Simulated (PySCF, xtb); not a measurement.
C4H11FSi, SMILES CC(C)C[SiH2]F.

GFN2-xTB (xtb) at its own geometry gives an orbital gap of 5.94 eV and a dipole moment of 1.87 D.

Geometry: B3LYP-D3(BJ)/def2-SVP. This is a generated structure with no PubChem entry under its InChIKey; it may be hypothetical. The values are those of a single conformer.

### Question
What does HF/def2-TZVP (PySCF) give? (The exact figures need the calculation; the answer reports its results.)

### Answer
gap 15.15 eV (levels -11.71 and 3.44 eV), dipole 1.91 D.
